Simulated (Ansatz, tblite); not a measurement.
Isomers of Be3O3 (singlet), found by a short tight-binding search and relaxed with r2SCAN-D4/def2-SVP in Ansatz.

The xTB rows come from tblite. LC-ωPBE has ω = 0.4 bohr⁻¹. Correlated methods freeze 3 core orbitals.

A further structure is left out (at the level of its geometry, an occupied level 0.27 eV above an empty one); at PBE0-D4/def2-TZVP its energy lies 5.57 eV above the lowest shown.

B: At CCSD(T)/def2-TZVPP T1 of the charge 0 singlet is large (up to 0.022), so the single-reference result is doubtful. It holds 2 O–O bonds.

Other spin states weren't relaxed.

A:

Cartesian coordinates in Å:
```
Be 0.945 0.863 0.160
Be 0.171 -1.221 0.378
Be -1.116 0.358 -0.539
O -1.175 -1.073 -0.199
O -0.213 1.518 -0.470
O 1.387 -0.445 0.670
```

B:

```xyz
6

Be    1.178   -0.681   -1.482
Be    0.437   -1.386    0.297
Be    0.232    1.068   -0.971
O    -0.465    1.483    0.316
O    -1.078    0.157    0.443
O    -0.304   -0.642    1.398
```

Problem. Estimate their order by electronic energy at PBE0-D4/def2-TZVP, counted from the lowest.

Solution. A (0.0) < B (1306.7), in kJ/mol.

Problem. Do the other levels pick the same lowest one?

Solution. All that were run do. Energies above each level's lowest (kJ/mol):

```tsv
level	A	B
GFN1-xTB	0.0	932.9
GFN2-xTB	0.0	987.3
HF/def2-TZVPP	0.0	1397.7
PBE-D4/def2-TZVP	0.0	1250.9
revPBE-D4/def2-TZVP	0.0	1237.4
r2SCAN-D4/def2-TZVP	0.0	1320.7
PBE0-D4/def2-TZVP	0.0	1306.7
LC-ωPBE/def2-TZVP	0.0	1339.3
MP2/def2-TZVPP	0.0	1405.1
CCSD/def2-TZVPP	0.0	1345.3
CCSD(T)/def2-TZVPP	0.0	1323.3
```
Point groups (tolerance 0.1 Å): A D3h, B Cs. Lower isomers may exist.
